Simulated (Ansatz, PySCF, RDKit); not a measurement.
Complex: HF (SMILES F) (first 2 atoms) with CH3Br (SMILES CBr); geometry from B3LYP-D3(BJ)/def2-TZVP, rigid monomers moved along the line of their centres of mass till H2···Br4 is 3.30 Å.
(charge 0, multiplicity 1):
```xyz
7

F     -0.0394    -0.1485     0.6416
H     -0.0625    -0.6487     1.4319
C     -0.2955     0.9127     4.7713
Br    -0.2173    -1.0510     4.7055
H     -1.2340     1.1788     5.2435
H     -0.2458     1.2659     3.7477
H      0.5551     1.2463     5.3540
```

Monomers are frozen at their geometry in the pair; levels with a basis set take the counterpoise correction. RDKit's UFF carries no charges.

Rows in 6-31G* carry no dispersion term and start afresh at each structure (6-31G* with six Cartesian d functions); the Pople sets are all-electron and without relativity.

Programs: Ansatz (Gaussian basis) for Hartree–Fock, density functionals and correlated methods; PySCF for 6-31G* rows; RDKit for the force fields. Each number belongs to the level named beside it.

**Question.** One of these levels gives -1.79 kcal/mol for the interaction energy. Which?
(A) HF/6-31G*
(B) r2SCAN/def2-TZVPPD
(C) UFF

**Answer.** A, HF/6-31G*. The others give -0.38 (UFF), -2.17 (r2SCAN/def2-TZVPPD)

Ansatz is an electronic-structure program.
